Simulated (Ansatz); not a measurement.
**Abstraction of F: C3H4AlF + C4H5 → C3H4Al + C4H5F**

Species: C3H4AlF `C#[C][Al]([CH3])[F]`, singlet; C4H5 (but-2-yn-1-yl radical) `[CH2]C#CC`, doublet; C3H4Al `C#[C][Al][CH3]`, doublet; C4H5F `CC#CCF`, singlet. A radical takes F: the energy is the difference in strength between the Al–F bond broken and the C–F bond made.

Shapes, held fixed at every level: PBE0-D4/def2-TZVP. Programs: Ansatz 0.2.0. Electronic energies: no zero-point or thermal term.

Task: Estimate ΔE of this reaction.

Result: B2PLYP/def2-TZVPP gives ΔE = +254.8 kJ/mol; the levels span +227.9 to +263.9. The median of the levels is +254.8. No measured value is set beside it here. Spin contamination: C4H5 (⟨S²⟩ up to 0.94). Open shells run unrestricted unless RO is named.

```tsv
level	kind	ΔE (kJ/mol)
SPW92/def2-TZVPP	LDA	+227.9
BHLYP-D4/def2-TZVPP	global hybrid	+263.6
PBE0-D4/def2-TZVPP	global hybrid	+242.1
r2SCAN0-D4/def2-TZVPP	global hybrid	+263.9
wB97M-V/def2-TZVPP	range-separated hybrid	+256.6
wB97X-V/def2-TZVPP	range-separated hybrid	+250.2
B2PLYP/def2-TZVPP	double hybrid	+254.8
```
